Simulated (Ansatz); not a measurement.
**Which isomer of CH7GeN gives these data?**

These gas-phase data were calculated for one isomer of CH7GeN at PBE0-D3(BJ)/pcseg-1 (harmonic, unscaled wavenumbers; equilibrium rotational constants with average atomic masses):

| Quantity | Value |
| --- | --- |
| rotational constants | 12.77, 5.89, 4.416 GHz |
| all wavenumbers above 1500 cm⁻¹ | 3631, 3533, 3189, 3179, 3075, 2156, 2089, 1573 |
| dipole moment | 0.85 D (PBE0/def2-TZVPD) |

Candidates:

(1) `C[NH][GeH3]`, a singlet
(2) `[CH3][GeH2][NH2]`, a singlet

Question: Which candidate do the data belong to?

Answer: Candidate (2). 2 modes lie between 3250 and 3800 cm⁻¹, one for each N–H bond, while (1) has 1.

The same quantities for all candidates:

```
     rotational constants (GHz)                     wavenumbers above 1500 cm⁻¹  dipole (D)  E above the lowest, PBE0-D3(BJ)/pcseg-1 (kcal/mol)
(1)          26.79, 3.75, 3.525  3580, 3132, 3088, 2993, 2178, 2166, 2097, 1508        0.82                                                14.6
(2)          12.77, 5.89, 4.416  3631, 3533, 3189, 3179, 3075, 2156, 2089, 1573        0.85                                                 0.0
```

Harmonic stretches to hydrogen usually lie a few per cent above observed fundamentals. Each candidate is one conformer. Programs: Ansatz 0.2.0.
